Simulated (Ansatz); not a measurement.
**GaH, singlet: energies of several shapes or isomers**

Program: Ansatz, Gaussian basis, development build. Basis def2-SVP, nonrelativistic, 9 orbitals frozen in the corrections; active space CAS(4,3). Restricted Hartree–Fock, then the lowest state-specific CASSCF solution met for each case. A CASSCF solution shown is a saddle point in the orbitals. The basis is small, far from the limit. On stretched bonds single-reference methods can fail or change state. Solutions in different active orbitals can move differences by tenths of an eV and at times more than 1 eV.

Case A: bond length 2.4945 Å. A bond is stretched, to 1.63 times the sum of the covalent radii.

Case B: bond length 4.9890 Å. A bond is stretched, to 3.26 times the sum of the covalent radii.

Case C: bond length 1.6630 Å.

Energy less that of case A, in eV:

```csv
case,RHF/ROHF,CASSCF
B,+3.601,+1.498
C,-1.433,-1.057
```

(1) What does SC-NEVPT2 give for these differences?

(2) Which case is lowest, and do the methods agree?

Results:

(1) B: +1.519 eV (35.0 kcal/mol); C: -1.194 eV (-27.5 kcal/mol).

(2) C is lowest in SC-NEVPT2. Of the methods shown, RHF/ROHF, CASSCF agree.
